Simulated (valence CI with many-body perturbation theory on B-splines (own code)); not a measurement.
Ta50+: E2, M1 decay

Method: configuration interaction combined with many-body perturbation theory (CI+MBPT): five valence electrons over a frozen Dirac-Fock core [Ar], radial functions for each j: 7 s, 7 p, 8 d, 6 f, 4 g, 1 h, with the one-electron correlation potential Σ1, the two-electron term Σ2, the three-electron term Σ3, Breit, model QED; selected CI, second order for the rest (own B-spline code, finite nucleus).

The last digits are not significant, and no measured levels were compared; by estimate large intervals hold to a few tenths of a per cent, small ones and those within an open d or f shell to about a per cent. Among the levels kept, up to 250 cm⁻¹ of a level comes from second order outside the variational space, and about a tenth of that is noise between levels of different J, which matters for small intervals. The list stops below the first excitations out of the core. Only levels of the ground parity were solved; by the run's estimate the other parity begins above the list, which can be wrong where configurations are misplaced.

Lines 51 to 100 of 120 in falling wavelength, among levels below 243.96 eV, chosen from the decays that carry over 1 % of a level's rate. Wavelengths and rates use the calculated energies. Electric multipoles are in the length gauge, E1 and E2 with the static RPA response of the core. S is in atomic units (e²a₀⁴ for E2 and M2, e²a₀⁶ for E3), for M1 in squared Bohr magnetons. Weak lines are less certain than strong ones. Lines between different terms over intervals too small for the method are left out, as are lines whose strength nearly cancels. The highest levels of a list are the least certain.

Levels are named by their leading jj configuration (3d3/2^4 stands for four electrons in 3d with j = 3/2), which in mixed levels can hold well under half, so a name can repeat and another be missing. Letters in brackets count levels of one name in rising energy.

```csv
λ vac (Å),Upper,Lower,Type,A (s⁻¹),S (a.u.)
191.6,(3d3/2^2 3d5/2^3) J=5/2 [a],(3d3/2^3 3d5/2^2) J=5/2 [a],M1,5.43e+06,8.49e+00
190.9,(3d3/2 3d5/2^4) J=7/2 [a],(3d3/2^2 3d5/2^3) J=5/2 [b],M1,1.01e+06,2.09e+00
188.7,(3d3/2^3 3d5/2^2) J=7/2 [a],(3d3/2^4 3d5/2) J=5/2,M1,1.32e+06,2.63e+00
188.7,(3d3/2 3d5/2^4) J=5/2 [a],(3d3/2^2 3d5/2^3) J=7/2 [a],M1,1.42e+06,2.12e+00
188.5,(3d3/2^2 3d5/2^3) J=13/2,(3d3/2^3 3d5/2^2) J=11/2,M1,4.28e+05,1.49e+00
187.8,(3d3/2^2 3d5/2^3) J=5/2 [c],(3d3/2^3 3d5/2^2) J=7/2 [b],M1,1.27e+06,1.87e+00
187.4,(3d3/2 3d5/2^4) J=9/2,(3d3/2^2 3d5/2^3) J=7/2 [b],M1,6.03e+05,1.47e+00
185.2,(3d3/2^2 3d5/2^3) J=1/2 [a],(3d3/2^3 3d5/2^2) J=3/2 [a],M1,2.62e+06,1.24e+00
183.8,(3d3/2^3 3d5/2^2) J=3/2 [a],(3d3/2^4 3d5/2) J=5/2,M1,3.12e+06,2.87e+00
183.2,(3d3/2^2 3d5/2^3) J=3/2 [b],(3d3/2^3 3d5/2^2) J=1/2,M1,2.36e+05,2.15e-01
182.2,(3d3/2 3d5/2^4) J=5/2 [b],(3d3/2^2 3d5/2^3) J=3/2 [b],M1,1.10e+06,1.48e+00
182.0,(3d3/2 3d5/2^4) J=3/2 [a],(3d3/2^2 3d5/2^3) J=5/2 [b],M1,9.57e+05,8.55e-01
181.9,(3d3/2^2 3d5/2^3) J=3/2 [a],(3d3/2^3 3d5/2^2) J=3/2 [a],M1,2.76e+06,2.46e+00
181.3,(3d3/2^2 3d5/2^3) J=7/2 [b],(3d3/2^3 3d5/2^2) J=5/2 [b],M1,6.00e+04,1.06e-01
180.8,(3d3/2 3d5/2^4) J=9/2,(3d3/2^2 3d5/2^3) J=9/2 [b],M1,1.80e+06,3.94e+00
178.9,(3d3/2 3d5/2^4) J=3/2 [a],(3d3/2^2 3d5/2^3) J=3/2 [a],M1,3.20e+06,2.72e+00
178.9,(3d3/2^2 3d5/2^3) J=5/2 [b],(3d3/2^3 3d5/2^2) J=3/2 [a],M1,4.48e+05,5.70e-01
178.2,(3d3/2^2 3d5/2^3) J=9/2 [b],(3d3/2^3 3d5/2^2) J=9/2,M1,2.15e+06,4.51e+00
175.9,(3d3/2 3d5/2^4) J=3/2 [a],(3d3/2^2 3d5/2^3) J=1/2 [a],M1,2.30e+06,1.86e+00
175.9,(3d3/2^2 3d5/2^3) J=5/2 [c],(3d3/2^3 3d5/2^2) J=5/2 [b],M1,9.52e+04,1.15e-01
175.8,(3d3/2 3d5/2^4) J=11/2,(3d3/2^2 3d5/2^3) J=13/2,M1,7.21e+05,1.74e+00
174.4,(3d3/2^2 3d5/2^3) J=3/2 [b],(3d3/2^3 3d5/2^2) J=5/2 [b],M1,7.52e+05,5.91e-01
174.4,(3d3/2^2 3d5/2^3) J=5/2 [b],(3d3/2^3 3d5/2^2) J=7/2 [a],M1,1.07e+06,1.27e+00
172.3,(3d3/2 3d5/2^4) J=7/2 [a],(3d3/2^2 3d5/2^3) J=9/2 [a],M1,2.20e+06,3.33e+00
172.2,(3d3/2^2 3d5/2^3) J=7/2 [b],(3d3/2^3 3d5/2^2) J=9/2,M1,6.43e+05,9.75e-01
171.3,(3d3/2^3 3d5/2^2) J=9/2,(3d3/2^4 3d5/2) J=5/2,E2,1.77e+02,2.33e-04
171.2,(3d3/2^2 3d5/2^3) J=7/2 [c],(3d3/2^3 3d5/2^2) J=7/2 [b],M1,8.33e+05,1.24e+00
169.4,(3d3/2^2 3d5/2^3) J=7/2 [a],(3d3/2^3 3d5/2^2) J=5/2 [a],M1,8.07e+05,1.16e+00
168.7,(3d3/2 3d5/2^4) J=11/2,(3d3/2^2 3d5/2^3) J=9/2 [a],M1,8.66e+05,1.85e+00
168.5,(3d3/2^2 3d5/2^3) J=1/2 [b],(3d3/2^3 3d5/2^2) J=1/2,M1,1.27e+06,4.49e-01
167.2,(3d3/2 3d5/2^4) J=5/2 [a],(3d3/2^2 3d5/2^3) J=5/2 [a],M1,6.92e+06,7.19e+00
166.6,(3d3/2 3d5/2^4) J=7/2 [a],(3d3/2^2 3d5/2^3) J=7/2 [a],M1,1.79e+06,2.45e+00
165.3,(3d3/2^2 3d5/2^3) J=9/2 [b],(3d3/2^3 3d5/2^2) J=11/2,M1,7.52e+05,1.26e+00
164.3,(3d3/2 3d5/2^4) J=11/2,(3d3/2^2 3d5/2^3) J=11/2,M1,2.89e+06,5.70e+00
163.2,(3d3/2^3 3d5/2^2) J=5/2 [b],(3d3/2^4 3d5/2) J=5/2,M1,3.26e+04,3.15e-02
163.2,(3d3/2^3 3d5/2^2) J=5/2 [b],(3d3/2^4 3d5/2) J=5/2,E2,1.02e+03,6.32e-04
162.5,(3d3/2^2 3d5/2^3) J=9/2 [b],(3d3/2^3 3d5/2^2) J=7/2 [a],M1,5.49e+05,8.74e-01
161.2,(3d3/2^2 3d5/2^3) J=7/2 [c],(3d3/2^3 3d5/2^2) J=5/2 [b],M1,3.90e+05,4.85e-01
158.3,(3d3/2 3d5/2^4) J=5/2 [b],(3d3/2^2 3d5/2^3) J=5/2 [b],M1,1.42e+06,1.25e+00
157.6,(3d3/2^2 3d5/2^3) J=7/2 [b],(3d3/2^3 3d5/2^2) J=7/2 [a],M1,5.34e+04,6.19e-02
156.9,(3d3/2^2 3d5/2^3) J=5/2 [c],(3d3/2^3 3d5/2^2) J=3/2 [a],M1,6.54e+05,5.62e-01
156.1,(3d3/2^3 3d5/2^2) J=1/2,(3d3/2^4 3d5/2) J=5/2,E2,6.33e+02,1.05e-04
156.0,(3d3/2 3d5/2^4) J=5/2 [b],(3d3/2^2 3d5/2^3) J=3/2 [a],M1,4.23e+05,3.57e-01
155.8,(3d3/2^2 3d5/2^3) J=3/2 [b],(3d3/2^3 3d5/2^2) J=3/2 [a],M1,4.38e+05,2.45e-01
155.2,(3d3/2^2 3d5/2^3) J=3/2 [c],(3d3/2^3 3d5/2^2) J=3/2 [b],M1,5.43e+05,3.01e-01
154.1,(3d3/2^3 3d5/2^2) J=7/2 [b],(3d3/2^4 3d5/2) J=5/2,M1,9.95e+04,1.08e-01
154.0,(3d3/2^2 3d5/2^3) J=7/2 [c],(3d3/2^3 3d5/2^2) J=9/2,M1,8.22e+05,8.90e-01
153.5,(3d3/2 3d5/2^4) J=9/2,(3d3/2^2 3d5/2^3) J=9/2 [a],M1,7.02e+04,9.41e-02
153.5,(3d3/2^2 3d5/2^3) J=5/2 [c],(3d3/2^3 3d5/2^2) J=7/2 [a],M1,1.29e+06,1.04e+00
152.9,(3d3/2^2 3d5/2^3) J=9/2 [c],(3d3/2^3 3d5/2^2) J=7/2 [b],M1,9.16e+05,1.21e+00
```
